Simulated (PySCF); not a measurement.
An unknown shows these calculated signals:

1H NMR (300 MHz, computed): δ 6.74 (m, 2H), 5.98 (m, 2H), 3.11 (m, 3H), 3.05 (m, 3H), 0.65 (br s, 1H).

13C{1H} NMR (computed): δ 145.4 (CH), 138.4 (CH), 32.9 (CH3), 24.5 (CH3).

[PySCF 2.14: GFN2-xTB structure; shieldings: GIAO PBE0/pcSseg-1; averaged over atoms made equivalent by symmetry, fast rotation or ring inversion; a single conformation; relativity neglected; isolated molecule]

Shifts are taken against calculated references (same method and geometry level): 1H (31.72 ppm) and 13C (186.93 ppm) against TMS.

Q: Which of these does the molecule contain: a vinyl group CH=CH2, a non-aromatic C=C double bond, a nitrile, a CH3CH2 unit, an NH or NH2 group, an N-methyl group?

A: 
- A vinyl group CH=CH2: no.
- A non-aromatic C=C double bond: yes.
- A nitrile: no.
- A CH3CH2 unit: no.
- An NH or NH2 group: yes (δH 0.65 (br s)).
- An N-methyl group: yes (δC 32.9; δH 3.11 (m)).

The data belong to `C1=CC=CP1(=NC)NC`, C6H11N2P; they needn't prove each group on their own.

Carbon signals by region: 2 in the sp2 and nitrile region (100–160 ppm), 2 below 50 ppm.

Exchangeable OH/NH protons stand at their gas-phase positions; hydrogen bonding in a real sample shifts them, mostly to higher δ. Splittings by 31P in the carbon and heteronuclear signals aren't shown, as no couplings were computed. Shifts are as computed. Against solution values, carbons near 30 ppm lie about +3 ppm off and those near 130 ppm about +5 ppm. Of 1211 compounds with measured shifts, 218 miss one by over three times the rms of a fit or turn the order of signals round; such compounds aren't used in these exercises. No couplings were computed; multiplicities are counted from neighbouring protons, with m where these are inequivalent, close in shift, in a saturated or five-membered ring or joined by F or P, and br s for small geminal =CH2 splittings.
